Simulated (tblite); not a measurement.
Species: C4H14BN.
Cartesian coordinates in Å at the GFN2-xTB level; atoms count from 1:
```
atom  x, y, z in Å
B1     1.7039   -1.1626   -0.4738
N2     0.7348    0.1563   -0.2674
C3     1.0515    0.8392    0.9824
C4    -0.7010   -0.1163   -0.4774
C5    -1.3165   -0.8678    0.6955
C6    -1.4773    1.1662   -0.7763
H7     1.3880   -1.6360   -1.5228
H8     2.8173   -0.7328   -0.4914
H9     1.5182   -1.9002    0.4419
H10    1.0337    0.7496   -1.0366
H11    2.1059    1.1058    0.9745
H12    0.4556    1.7435    1.1236
H13    0.8886    0.1582    1.8138
H14   -0.7414   -0.7647   -1.3588
H15   -0.6872   -1.7118    0.9605
H16   -1.4395   -0.2222    1.5620
H17   -2.2960   -1.2436    0.4116
H18   -2.4949    0.9175   -1.0656
H19   -1.5296    1.8139    0.0967
H20   -1.0193    1.7185   -1.5956
```

Computed values, GFN2-xTB/tblite, gas phase, harmonic and unscaled. Against measured fundamentals such values can be off by several per cent, at times by over 20. Modes of hydrogen on boron can be 10 to 20 % off. One conformer, not necessarily the lowest.

Harmonic wavenumbers (cm⁻¹): 70.8, 186.9, 205.8, 218.7, 254.3, 268.7, 311.0, 314.9, 375.8, 432.7, 541.4, 655.4, 831.0, 889.0, 916.5, 940.0, 962.8, 979.9, 1044.2, 1069.2, 1095.0, 1136.9, 1169.4, 1180.3, 1195.1, 1211.5, 1259.7, 1268.5, 1308.2, 1324.2, 1377.5, 1401.5, 1410.4, 1419.5, 1468.1, 1479.6, 1490.5, 1499.9, 1506.1, 1509.1, 2421.7, 2435.5, 2466.4, 2947.7, 2977.1, 3020.5, 3029.4, 3037.1, 3043.8, 3049.9, 3054.6, 3056.4, 3066.1, 3352.1.

A = 4363, B = 2558, C = 2332 MHz; mass 87.122 u (most abundant isotopes); point group C1, symmetry number 1.

**Question.** Zero-point energy?

**Answer.** Half the sum of the wavenumbers: 39569 cm⁻¹ = 473.35 kJ/mol.

**Question.** Give the ideal-gas entropy at 298.15 K and 1 bar in the rigid-rotor, harmonic-oscillator model (classical rotation).

**Answer.** Translation 164.57, rotation 112.61, vibration 86.85: S = 364.0 J/(mol K).

**Question.** And Cp and H(298.15 K) − H(0)?

**Answer.** Cp = 140.53 J/(mol K), of which vibrations give 107.27 (their classical limit is 54 R = 449.0); H(298.15 K) − H(0) = 24.98 kJ/mol without the zero-point energy, 15.06 from vibrations.

**Question.** How do the functions run with temperature in this model?

**Answer.** 
| T (K) | S (J/(mol K)) | Cp (J/(mol K)) | H − H(0) (kJ/mol) | G − H(0) (kJ/mol) | ln q(vib) |
| --- | --- | --- | --- | --- | --- |
| 150 | 288.8 | 86.0 | 8.29 | -35.03 | 1.49 |
| 250 | 341.0 | 121.7 | 18.67 | -66.59 | 3.40 |
| 400 | 411.1 | 182.0 | 41.40 | -123.05 | 6.49 |
| 600 | 498.9 | 252.6 | 85.19 | -214.17 | 10.80 |
| 900 | 616.2 | 325.4 | 172.72 | -381.90 | 17.28 |

q(vib) and H(0) count from the zero-point level.

**Question.** Which modes carry the vibrational entropy at 298.15 K?

**Answer.** 70.8 cm⁻¹: 17.28; 186.9 cm⁻¹: 9.45; 205.8 cm⁻¹: 8.71; 218.7 cm⁻¹: 8.24; 254.3 cm⁻¹: 7.12; 268.7 cm⁻¹: 6.71 J/(mol K); the other 48 give 29.35 together.

**Question.** Blend soft modes into free rotors: weight 1/[1 + (100 cm⁻¹/ν̃)⁴] for the oscillator and the rest for a rotor with moment μB/(μ + B), μ = h/(8π²ν), B = 10⁻⁴⁴ kg m². What vibrational entropy results?

**Answer.** 83.86 J/(mol K) in place of 86.85, which changes −T·S at 298.15 K by +0.89 kJ/mol.

**Question.** What must be added to the electronic energy to get the Gibbs energy at 298.15 K and 1 bar?

**Answer.** ZPE + [H(298.15 K) − H(0)] − T·S = 473.35 + 24.98 − 108.54 = 389.79 kJ/mol.

Hindered rotation and anharmonicity are outside this model. Other conformers, if any are populated, would add a mixing term that is left out. The structure is chiral; the term R ln 2 for an equal mix with its mirror image is left out.

On one thread of an Arm Neoverse N1 (shared host), this took 0.9 s. This covers the Hessian and the dipole derivatives.
